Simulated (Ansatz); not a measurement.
`[CH3][In]([SH])[Br]` + HBr → `[SH][In]([Br])[Br]` + CH₄  (ligand exchange at the In–C bond)

Isolated molecules relaxed with PBE0-D4/def2-TZVP in Ansatz; ΔE leaves out vibrations. CCSD(T)/CBS is the MP2 limit (def2-TZVPP, def2-QZVPP) plus CCSD(T) − MP2 in def2-TZVPP, frozen cores. This one scheme is used for every species. Functionals use def2-TZVPP. Elements past krypton have def2 core potentials. For Br, In outer-core shells are correlated without core-valence functions, which leaves a few kJ/mol of doubt a bond. Scalar relativity is left out up to krypton. Each species was taken in one conformer, which may not be the lowest.

`[CH3][In]([SH])[Br]`:

Cartesian coordinates in Å:
```
C -1.524 -0.460 0.094
In 0.516 0.105 -0.149
S 1.949 1.204 1.395
Br 1.688 -0.384 -2.285
H -2.139 0.438 0.164
H -1.637 -1.040 1.010
H -1.835 -1.053 -0.764
H 2.982 1.190 0.536
```

HBr:

Z-matrix (Å, degrees):
```
Br
H 1 1.420
```

`[SH][In]([Br])[Br]`:

Cartesian coordinates in Å:
```
S -0.743 1.737 0.374
In 0.302 -0.372 0.220
Br 1.645 -1.249 2.063
Br 0.064 -1.739 -1.799
H -1.269 1.622 -0.858
```

CH₄:

```xyz
5

C     0.000    0.000    0.000
H    -0.690    0.634   -0.556
H    -0.455   -0.290    0.947
H     0.922    0.548    0.193
H     0.224   -0.892   -0.584
```

| level | ΔE (kJ/mol) |
| --- | --- |
| ωB97M-V | -141.1 |
| MP2/def2-SVP | -153.0 |

(1) What does CCSD(T)/CBS give? (Estimate.)

Largest T1 diagnostic among the species: 0.011.

## Answers

(1) Computed: -142.0 kJ/mol. The listed levels differ from it by 0.9, -11.0 kJ/mol.

At CCSD(T), def2-SVP lies −6.8 kJ/mol from the extrapolated value and def2-TZVPP +5.8 kJ/mol. In def2-TZVPP, CCSD(T) changes the Hartree–Fock value by +29.7 kJ/mol (the triples alone add +2.1 kJ/mol) and MP2 by +27.9 kJ/mol. From BLYP to BHLYP (50 % exact exchange), in def2-TZVPP and without D4, ΔE moves by −11.6 kJ/mol.
